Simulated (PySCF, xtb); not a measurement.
CH2Cl, SMILES [CH2]Cl, multiplicity 2.

Harmonic wavenumbers (cm⁻¹) from GFN2-xTB run with xtb at its own minimum, in rising order: 131, 841, 948, 1315, 3135, 3195.

### Question
What does r2SCAN-D4/def2-TZVP (PySCF 2.14.0) give at its own minimum? (An estimate is asked for; the answer gives what the named calculation found.)

### Answer
255, 846, 1000, 1411, 3167, 3320. Paired by order, the mean absolute difference is 72 cm⁻¹ and the zero-point energies are 13.7 and 14.3 kcal/mol.
